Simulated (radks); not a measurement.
The numbers below are computed, except where a source is named.
Os7+, configuration [Xe] 4f14 5d1.

Code: a radial shooting solver on a logarithmic mesh with Libxc functionals. Model: Dirac Kohn-Sham, relativistic LDA (MacDonald-Vosko exchange, VWN5 correlation), spin-unpolarised, spherical densities, finite nucleus; open shells fill j = l - 1/2 first; Fermi nuclear charge, rms radius 5.4126 fm.

Energy parts (eV):
total: -468674.61
kinetic: 529707.42
electron-nucleus: -1166621.34
Hartree: 176214.44
exchange-correlation: -7975.13

Orbitals (lengths in bohr, moments of r in powers of bohr; <r^-3> diverges for s and p1/2; r(max) is where P^2 peaks):
[
 {"orbital": "1s1/2", "occ.": "2", "eigenvalue (eV)": "-73316.91", "r(max)": "0.01109", "<r^2>": "0.0004375", "<r^-3>": "-", "<r>": "0.01782", "small-component weight": "8.19e-02"},
 {"orbital": "2s1/2", "occ.": "2", "eigenvalue (eV)": "-12858.96", "r(max)": "0.06388", "<r^2>": "0.006636", "<r^-3>": "-", "<r>": "0.07456", "small-component weight": "1.87e-02"},
 {"orbital": "2p1/2", "occ.": "2", "eigenvalue (eV)": "-12329.28", "r(max)": "0.04728", "<r^2>": "0.004717", "<r^-3>": "-", "<r>": "0.06153", "small-component weight": "1.88e-02"},
 {"orbital": "2p3/2", "occ.": "4", "eigenvalue (eV)": "-10818.10", "r(max)": "0.05430", "<r^2>": "0.005909", "<r^-3>": "17750", "<r>": "0.06967", "small-component weight": "1.69e-02"},
 {"orbital": "3s1/2", "occ.": "2", "eigenvalue (eV)": "-3069.369", "r(max)": "0.1797", "<r^2>": "0.04320", "<r^-3>": "-", "<r>": "0.1941", "small-component weight": "6.19e-03"},
 {"orbital": "3p1/2", "occ.": "2", "eigenvalue (eV)": "-2829.864", "r(max)": "0.1679", "<r^2>": "0.03948", "<r^-3>": "-", "<r>": "0.1840", "small-component weight": "6.14e-03"},
 {"orbital": "3p3/2", "occ.": "4", "eigenvalue (eV)": "-2499.939", "r(max)": "0.1823", "<r^2>": "0.04598", "<r^-3>": "4063", "<r>": "0.1990", "small-component weight": "5.59e-03"},
 {"orbital": "3d3/2", "occ.": "4", "eigenvalue (eV)": "-2095.120", "r(max)": "0.1422", "<r^2>": "0.03542", "<r^-3>": "708.0", "<r>": "0.1737", "small-component weight": "5.48e-03"},
 {"orbital": "3d5/2", "occ.": "6", "eigenvalue (eV)": "-2023.212", "r(max)": "0.1462", "<r^2>": "0.03720", "<r^-3>": "596.8", "<r>": "0.1783", "small-component weight": "5.33e-03"},
 {"orbital": "4s1/2", "occ.": "2", "eigenvalue (eV)": "-724.5670", "r(max)": "0.4064", "<r^2>": "0.2119", "<r^-3>": "-", "<r>": "0.4330", "small-component weight": "2.07e-03"},
 {"orbital": "4p1/2", "occ.": "2", "eigenvalue (eV)": "-623.6122", "r(max)": "0.4051", "<r^2>": "0.2172", "<r^-3>": "-", "<r>": "0.4366", "small-component weight": "1.98e-03"},
 {"orbital": "4p3/2", "occ.": "4", "eigenvalue (eV)": "-545.8108", "r(max)": "0.4353", "<r^2>": "0.2516", "<r^-3>": "958.7", "<r>": "0.4702", "small-component weight": "1.76e-03"},
 {"orbital": "4d3/2", "occ.": "4", "eigenvalue (eV)": "-379.0662", "r(max)": "0.4297", "<r^2>": "0.2699", "<r^-3>": "147.9", "<r>": "0.4827", "small-component weight": "1.57e-03"},
 {"orbital": "4d5/2", "occ.": "6", "eigenvalue (eV)": "-364.5662", "r(max)": "0.4392", "<r^2>": "0.2825", "<r^-3>": "121.9", "<r>": "0.4940", "small-component weight": "1.51e-03"},
 {"orbital": "5s1/2", "occ.": "2", "eigenvalue (eV)": "-186.7787", "r(max)": "0.9092", "<r^2>": "1.087", "<r^-3>": "-", "<r>": "0.9859", "small-component weight": "5.14e-04"},
 {"orbital": "5p1/2", "occ.": "2", "eigenvalue (eV)": "-154.2981", "r(max)": "0.9620", "<r^2>": "1.256", "<r^-3>": "-", "<r>": "1.058", "small-component weight": "4.46e-04"},
 {"orbital": "4f5/2", "occ.": "6", "eigenvalue (eV)": "-152.2527", "r(max)": "0.4020", "<r^2>": "0.3651", "<r^-3>": "23.87", "<r>": "0.5463", "small-component weight": "1.13e-03"},
 {"orbital": "4f7/2", "occ.": "8", "eigenvalue (eV)": "-149.4132", "r(max)": "0.4067", "<r^2>": "0.3753", "<r^-3>": "22.74", "<r>": "0.5539", "small-component weight": "1.11e-03"},
 {"orbital": "5p3/2", "occ.": "4", "eigenvalue (eV)": "-140.7170", "r(max)": "1.036", "<r^2>": "1.449", "<r^-3>": "167.5", "<r>": "1.137", "small-component weight": "3.94e-04"},
 {"orbital": "5d3/2", "occ.": "1", "eigenvalue (eV)": "-94.1399", "r(max)": "1.213", "<r^2>": "2.109", "<r^-3>": "18.91", "<r>": "1.367", "small-component weight": "2.72e-04"},
 {"orbital": "5d5/2", "occ.": "0", "eigenvalue (eV)": "-92.3035", "r(max)": "1.239", "<r^2>": "2.191", "<r^-3>": "15.66", "<r>": "1.393", "small-component weight": "2.63e-04"},
 {"orbital": "6s1/2", "occ.": "0", "eigenvalue (eV)": "-76.0754", "r(max)": "1.952", "<r^2>": "4.571", "<r^-3>": "-", "<r>": "2.030", "small-component weight": "1.60e-04"},
 {"orbital": "6p1/2", "occ.": "0", "eigenvalue (eV)": "-65.4672", "r(max)": "2.129", "<r^2>": "5.442", "<r^-3>": "-", "<r>": "2.212", "small-component weight": "1.40e-04"},
 {"orbital": "6p3/2", "occ.": "0", "eigenvalue (eV)": "-61.8283", "r(max)": "2.257", "<r^2>": "6.047", "<r^-3>": "46.20", "<r>": "2.331", "small-component weight": "1.30e-04"}
]

The highest occupied level is 5d3/2 at -94.140 eV. For comparison, the ionisation energy in NIST's Atomic Spectra Database is 102.0 eV (semi-empirical). In exact Kohn-Sham theory the highest level is minus the ionisation energy, but local and semilocal functionals leave it too shallow, through self-interaction and a potential that decays too fast; potentials with the right tail come closer. The density falls to 0.001 e/bohr^3 at r = 2.61 bohr. The electron density at the nucleus is 1.65e+06 e/bohr^3. Summed over all electrons, <r^2> = 23.18 bohr^2, which gives a Langevin (diamagnetic) susceptibility term of -18.4 x 10^-6 cm^3/mol.

Beside tabulated values, note that spin-unpolarised runs miss the spin-polarisation part of the exchange energy of open shells.
